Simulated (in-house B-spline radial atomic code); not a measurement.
**The phosphorus ion P⁷⁺: [He] 2s2 (2p3/2)4 (an excited or competing configuration)**

Computed with a radial B-spline atomic code at the basis-set limit: Dirac-Hartree-Fock, average of the jj configuration, Fermi nucleus of rms radius 3.1889 fm.

Z_r = [3n² - l(l+1)]/(2<r>); Z_e = n√(-2ε); the last column is Slater's effective charge. Values are occupation-weighted means over j.

| shell | electrons | ε (eV) | <r> (bohr) | Z_r | Z_e | Slater |
| --- | --- | --- | --- | --- | --- | --- |
| 1s | 2 | -2380.9 | 0.1031 | 14.54 | 13.23 | 14.70 |
| 2s | 2 | -363.28 | 0.4873 | 12.31 | 10.33 | 11.55 |
| 2p | 4 | -315.24 | 0.4415 | 11.32 | 9.63 | 11.55 |

The least bound orbital is 2p3/2 at -315.2 eV, while the most diffuse is 2s1/2 (<r> = 0.4873 bohr against 0.4415 bohr): energy order and size order differ.

For the 1s electron the small component carries 0.285 % of the norm, the zero-frequency Breit interaction raises the level by 1.324 eV, self-energy by 0.6124 eV, and vacuum polarisation lowers it by 0.03926 eV.
